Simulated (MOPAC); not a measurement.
Job for MOPAC: AM1 on CH4OSn (SMILES C[O][SnH]), a point of a torsion scan.

```
AM1 1SCF PRECISE CHARGE=0 THREADS=1
CH4OSn

C     -0.78323412 1    -0.29481975 1     0.17548301 1
O     -0.64022140 1     0.90361676 1    -0.54266105 1
Sn    -1.09485384 1     2.02220030 1    -2.12808459 1
H     -0.15078000 1    -1.07215198 1    -0.25789466 1
H     -1.81741620 1    -0.64203993 1     0.16170645 1
H     -0.47680650 1    -0.12106992 1     1.20984090 1
H     -2.44116670 1     1.00093191 1    -3.03363886 1
```

The log:

```
*******************************************************************************
 **                                                                           **
 **                              MOPAC v23.2.5                                **
 **                                                                           **
 *******************************************************************************
 ** MOPAC's Digital Object Identifier: https://doi.org/10.5281/zenodo.6511958 **
 **                                                                           **
 ** Please cite the open-source release paper for use of this MOPAC version:  **
 ** J. E. Moussa and J. J. P. Stewart (2026)                                  **
 ** MOPAC: An open-source semiempirical molecular orbital program             **
 ** J. Open Source Softw., 11(119), 8025, https://doi.org/10.21105/joss.08025 **
 *******************************************************************************

                              AM1 CALCULATION RESULTS

 *******************************************************************************
 *  AM1        - The AM1 Hamiltonian to be used
 *
 *
 *
 *                 CHARGE ON SYSTEM = 0
 *
 *
 *
 *  PRECISE    - TIGHTER CRITERIA TO BE USED
 *  1SCF       - DO 1 SCF AND THEN STOP
 *  THREADS=1  - MULTI-THREADING NOT USED
 *  T=         - A TIME OF 172800.0 SECONDS REQUESTED
 *  DUMP=N     - RESTART FILE WRITTEN EVERY 7200.0 SECONDS REQUESTED
 *******************************************************************************
AM1 1SCF PRECISE CHARGE=0 THREADS=1
 CH4OSn

   ATOM   CHEMICAL          X               Y               Z
  NUMBER   SYMBOL      (ANGSTROMS)     (ANGSTROMS)     (ANGSTROMS)

     1       C         -0.78323412  *  -0.29481975  *   0.17548301  *
     2       O         -0.64022140  *   0.90361676  *  -0.54266105  *
     3      Sn         -1.09485384  *   2.02220030  *  -2.12808459  *
     4       H         -0.15078000  *  -1.07215198  *  -0.25789466  *
     5       H         -1.81741620  *  -0.64203993  *   0.16170645  *
     6       H         -0.47680650  *  -0.12106992  *   1.20984090  *
     7       H         -2.44116670  *   1.00093191  *  -3.03363886  *



          CARTESIAN COORDINATES

    NO.       ATOM           X           Y           Z

     1         C         -0.7832     -0.2948      0.1755
     2         O         -0.6402      0.9036     -0.5427
     3        Sn         -1.0949      2.0222     -2.1281
     4         H         -0.1508     -1.0722     -0.2579
     5         H         -1.8174     -0.6420      0.1617
     6         H         -0.4768     -0.1211      1.2098
     7         H         -2.4412      1.0009     -3.0336

  H: (AM1): M.J.S. DEWAR ET AL, J. AM. CHEM. SOC. 107 3902-3909 (1985)
  C: (AM1): M.J.S. DEWAR ET AL, J. AM. CHEM. SOC. 107 3902-3909 (1985)
  O: (AM1): M.J.S. DEWAR ET AL, J. AM. CHEM. SOC. 107 3902-3909 (1985)
 Sn: (AM1): J. J. P. STEWART, J. MOL. MOD., 10, 155-164 (2004)

           Empirical Formula: C H4 O Sn  =     7 atoms



      MOLECULAR POINT GROUP   :   C1


      RHF CALCULATION, NO. OF DOUBLY OCCUPIED LEVELS = 9


 -------------------------------------------------------------------------------
 AM1 1SCF PRECISE CHARGE=0 THREADS=1
 CH4OSn



     1SCF WAS SPECIFIED, SO BFGS WAS NOT USED
     SCF FIELD WAS ACHIEVED


                              AM1 CALCULATION
                                                       MOPAC v23.2.5 Linux




          FINAL HEAT OF FORMATION =        -13.29063 KCAL/MOL =     -55.60799 KJ/MOL


          COSMO AREA              =        116.64 SQUARE ANGSTROMS
          COSMO VOLUME            =        104.58 CUBIC ANGSTROMS

          IONIZATION POTENTIAL    =          7.680085 EV
          HOMO LUMO ENERGIES (EV) =         -7.680 -0.508
          NO. OF FILLED LEVELS    =          9
          MOLECULAR WEIGHT        =        150.7320         POINT GROUP:  C1

          MOLECULAR DIMENSIONS (Angstroms)

            Atom       Atom       Distance
            H     7    H     6     4.80882
           Sn     3    H     5     2.71196
           Sn     3    H     4     1.56044


          SCF CALCULATIONS        =          1





   ATOM   CHEMICAL          X               Y               Z
  NUMBER   SYMBOL      (ANGSTROMS)     (ANGSTROMS)     (ANGSTROMS)

     1       C         -0.78323412  *  -0.29481975  *   0.17548301  *
     2       O         -0.64022140  *   0.90361676  *  -0.54266105  *
     3      Sn         -1.09485384  *   2.02220030  *  -2.12808459  *
     4       H         -0.15078000  *  -1.07215198  *  -0.25789466  *
     5       H         -1.81741620  *  -0.64203993  *   0.16170645  *
     6       H         -0.47680650  *  -0.12106992  *   1.20984090  *
     7       H         -2.44116670  *   1.00093191  *  -3.03363886  *

                             CARTESIAN COORDINATES

   1    C       -0.783234120    -0.294819750     0.175483010
   2    O       -0.640221400     0.903616760    -0.542661050
   3   Sn       -1.094853840     2.022200300    -2.128084590
   4    H       -0.150780000    -1.072151980    -0.257894660
   5    H       -1.817416200    -0.642039930     0.161706450
   6    H       -0.476806500    -0.121069920     1.209840900
   7    H       -2.441166700     1.000931910    -3.033638860


           Empirical Formula: C H4 O Sn  =     7 atoms



      MOLECULAR POINT GROUP   :   C1


                  EIGENVALUES
 -35.97789 -26.28884 -16.31446 -14.63139 -14.59202 -12.74959 -10.06152  -9.92141
  -7.68008  -0.50791   0.77182   2.68935   5.14704   5.18409   5.40286   6.59575


              NET ATOMIC CHARGES AND DIPOLE CONTRIBUTIONS

  ATOM NO.   TYPE          CHARGE      No. of ELECS.   s-Pop       p-Pop
    1          C           0.035496        3.9645     1.20884     2.75566
    2          O          -0.711475        6.7115     1.83108     4.88040
    3         Sn           1.025123        2.9749     1.92017     1.05471
    4          H           0.030048        0.9700     0.96995
    5          H           0.022030        0.9780     0.97797
    6          H           0.046784        0.9532     0.95322
    7          H          -0.448006        1.4480     1.44801
 DIPOLE           X         Y         Z       TOTAL
 POINT-CHG.     1.595     4.415    -1.814     5.033
 HYBRID        -1.301    -3.133     0.937     3.520
 SUM            0.294     1.282    -0.877     1.581


          ATOMIC ORBITAL ELECTRON POPULATIONS

     Atom    s        px        py        pz
    1  C   1.20884   0.96198   0.85181   0.94187
    2  O   1.83108   1.83998   1.39000   1.65042
    3 Sn   1.92017   0.36765   0.42922   0.25784
    4  H   0.96995
    5  H   0.97797
    6  H   0.95322
    7  H   1.44801

 **********************
 *                    *
 * JOB ENDED NORMALLY *
 *                    *
 **********************




 == MOPAC DONE ==
```

The run finished.

Cost: roughly 0.020 core-seconds.
